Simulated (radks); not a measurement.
The numbers below are computed, except where a source is named.
Question: Ionisation of the tellurium ion Te+, [Kr] 4d10 5s2 5p3, to Te2+, [Kr] 4d10 5s2 5p2, under several functionals. Dirac Kohn-Sham, spin-unpolarised, spherical densities, finite nucleus; open shells fill j = l - 1/2 first; a radial shooting solver on a logarithmic mesh with Libxc functionals. The NIST Atomic Spectra Database gives 18.6 eV (measured). Rank these functionals by the error of their Delta-SCF ionisation energy: LDA (Slater exchange, Perdew-Zunger correlation); Wu-Cohen GGA; exchange-only B88; HCTH/407.

Answer: From best to worst: LDA (Slater exchange, Perdew-Zunger correlation) 17.687 eV (-0.913); HCTH/407 17.594 eV (-1.006); Wu-Cohen GGA 17.511 eV (-1.089); exchange-only B88 16.540 eV (-2.060). Spin polarisation and multiplet splitting are left out, so open shells lie too high by an amount that depends on their filling.

Beside tabulated values, note that spin-unpolarised runs miss the spin-polarisation part of the exchange energy of open shells.
